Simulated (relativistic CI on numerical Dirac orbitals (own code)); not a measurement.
# Hyperfine structure of Sb³⁰⁺, mass number 125

Computed by Dirac-Coulomb-Breit CI, KLI orbitals optimised for each configuration, a model potential for QED, unscaled Slater integrals (own radial code, finite nucleus).

CI space (outside the closed core [Ne]): 3s2 3p6 3d3, 3s2 3p5 3d4, 3s 3p6 3d4, 3s2 3p6 3d2 4s, 3s2 3p6 3d2 4p, 3s2 3p6 3d2 4d, 3s2 3p5 3d3 4s, 3s2 3p6 3d2 4f, 3s2 3p5 3d3 4p, 3s 3p6 3d3 4s, 3p6 3d4 4p, 3p6 3d5, 3p5 3d6, 3p5 3d5 4s, 3p6 3d4 4s, 3p5 3d4 4s2, 3s2 3p6 3d 4s2, 3s2 3p6 4s2 4p, 3s2 3p6 4s2 4d. Double excitations out of closed p, d and f shells are left out; levels of such configurations are missing from the list, as are those of other unlisted configurations, and high levels can miss mixing partners. These lack a partner that the ground configuration has and come out too high: 3s2 3p5 3d3 4p.

Nuclear spin I = 7/2, μ = 2.63 μN (tables of Stone and Pyykkö). The electronic factors are computed for point nuclear moments, without core polarisation or the Bohr-Weisskopf and QED corrections.

```csv
Level,E (eV),A (MHz)
3s2 3p6 3d3 4F_3/2,0.0000,19340
3s2 3p6 3d3 4F_5/2,7.4635,11560
3s2 3p6 3d3 4F_7/2,12.0196,11140
3s2 3p6 3d3 4P_1/2,15.6984,-6942
3s2 3p6 3d3 2G_7/2,22.1304,11440
3s2 3p6 3d3 2H_9/2,23.3110,10540
3s2 3p6 3d3 4P_5/2,23.5571,5025
3s2 3p6 3d3 2P_1/2,28.4788,-1502
```

Levels with J = 0, under 50 % of one LS term, or S terms without an open s electron are left out. Small factors come from cancelling terms and can be off by tens of per cent or more.

At this charge energies of transitions that change n are usually good to better than 1 %, and those within a shell (Δn = 0) to a few per cent. Terms inside the open d or f shell come out 10 to 20 % too wide with unscaled integrals.

(1) Give the hyperfine levels of 3s2 3p6 3d3 4F_3/2 relative to its centre of gravity.

Answers

(1) With K = F(F + 1) − I(I + 1) − J(J + 1), E = AK/2: F = 2: -130600, F = 3: -72540, F = 4: 4836, F = 5: 101600 MHz.

LS names give the leading component of a level, which can be under half, so a name can repeat, a term be missing and a line seem to break the LS rules.
